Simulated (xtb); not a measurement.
C₆H₁₅O₃, charge +1, singlet, at a GFN2-xTB geometry. Base run: GFN2-xTB (xtb 6.7.1).

Here is a job for xtb.
```
$ xtb mol.xyz --gfn 2 --chrg 1 --json

# file mol.xyz
24

C      2.00319690    -1.89396112    -0.91123274
O      1.50015848    -0.67816608    -0.38698306
C      2.14069834    -0.24398625     0.79664265
C      1.32776414     0.97202909     1.24030437
O     -0.05234813     0.55484293     1.11694357
C     -1.05045260     1.56388955     0.83483645
C     -2.14387448     0.82230397     0.06615547
O     -1.43833895     0.05312994    -0.88797458
C     -2.24827538    -0.83590855    -1.63607652
H      1.87905965    -2.70943282    -0.19303736
H      3.05920664    -1.79887751    -1.17234350
H      1.42387120    -2.09787489    -1.80777532
H      2.11392576    -1.03492411     1.55897449
H      3.18479661     0.03299634     0.61385683
H      1.52087935     1.24957983     2.27735131
H      1.52288630     1.81997875     0.57821014
H     -0.05278531    -0.03565584     0.25755830
H     -0.61924144     2.35308437     0.21299361
H     -1.40884942     1.97869362     1.77785478
H     -2.72066925     0.16824866     0.73471271
H     -2.83029957     1.52995730    -0.41167145
H     -1.57841629    -1.35070360    -2.31964257
H     -2.74134645    -1.55956467    -0.98078156
H     -3.00313047    -0.29015983    -2.20592601
```

The base run was repeated with changes; each row names its change, and settings that it needs were set with it.

| change | ΔE vs base (kJ/mol) | HOMO-LUMO gap (eV) | SCF cycles |
|---|---|---|---|
| base | 0.00 | 7.90 | 10 |
| acc = 0.0001 | 0.00 | 7.90 | 17 |
| acc = 0.1 | 0.00 | 7.90 | 11 |
| gbsa = toluene | -188.9 | 8.31 | 10 |
| acc = 1000 | 0.01 | 7.88 | 5 |

ALPB and GBSA are two models with their own fitted parameters for each solvent, which aren't always the measured dielectric constant.
